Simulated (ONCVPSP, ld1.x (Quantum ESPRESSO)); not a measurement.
Potentials for W compared

Generated with ld1.x 7.5 (TM, RRKJ, ultrasoft, PAW), atompaw 4.2 or ONCVPSP 4.0.1. The cutoff is in Ry: for ld1.x and atompaw files where the sum of valence levels is converged to 10 mRy in a Bessel basis, for ONCV files where the hardest occupied wave has 1 mHa per electron of residual kinetic energy. The error is the largest all-electron minus pseudo excitation energy over each file’s own four to seven test configurations (ionisations up to +4, promotions, holes and added fractions of an electron), all of which were solved. The labels leave out finer settings (local radius, basis sizes, second energies), which also bear on the numbers. Spin-polarised tests are not counted. The rows are a selection from randomly drawn settings: files with unsolved tests, undetermined cutoffs or missed reference levels are left out.

A true bound ghost makes a file unfit for plane-wave use even where its test errors are small: the radial tests pick states by their node count and pass the ghost by.

```tsv
potential	cutoff (Ry)	largest error (meV)	bound ghosts
ONCV, Wu-Cohen, scalar-relativistic, rc 2.05/1.30/1.30 (spd), local d, core correction no, reference 5s2 5p6 5d4 6s2, qcut 6.7/5.8/7.5, projectors 2/3/0	204	-22	none
ONCV, PBE, scalar-relativistic, rc 1.95/1.55/2.35 (spd), local smoothed, core correction yes, reference 5s2 5p6 5d4 6s2, qcut 6.7/10.2/8.1, projectors 2/2/2	63	-35	none
ONCV, PBEsol, scalar-relativistic, rc 1.95/2.05/2.65 (spd), local smoothed, core correction no, reference 5s2 5p6 5d4 6s2, qcut 4.7/7.9/7, projectors 2/2/2	27	-18	none
TM, LDA (PZ), fully relativistic, rc 2.05/1.40/1.80 (spd), local smoothed, core correction yes, reference 5p6 5d4 6s2 6p0	90	-105	s
ONCV, PBE, non-relativistic, rc 1.90/1.30/2.45 (spd), local smoothed, core correction yes, reference 5s2 5p6 5d4 6s1, qcut 7/6.8/5.8, projectors 2/3/2	83	-4.6	s
ONCV, PBEsol, scalar-relativistic, rc 2.05/1.25/2.75/1.05 (spdf), local smoothed, core correction yes, reference 4f14 5s2 5p6 5d4 6s1, qcut 7.8/6.7/6.7/15.8, projectors 2/2/2/2	227	-7.3	s
```

Fill in the row for W: ONCV, BLYP, scalar-relativistic, rc 1.90/1.75/1.75 (spd), local d, core correction no, reference 5s2 5p6 5d4 6s1.5, qcut 6.3/8.3/8.3, projectors 2/2/0.

cutoff 42 Ry, largest error -1.8 meV, bound ghosts: none.

Fill in the row for W: ONCV, LDA (Perdew-Wang 92), non-relativistic, rc 2.20/1.60/2.45 (spd), local smoothed, core correction no, reference 5s2 5p6 5d4 6s2, qcut 5.4/10.3/6.5, projectors 2/3/2.

cutoff 61 Ry, largest error -4.9 meV, bound ghosts: s.
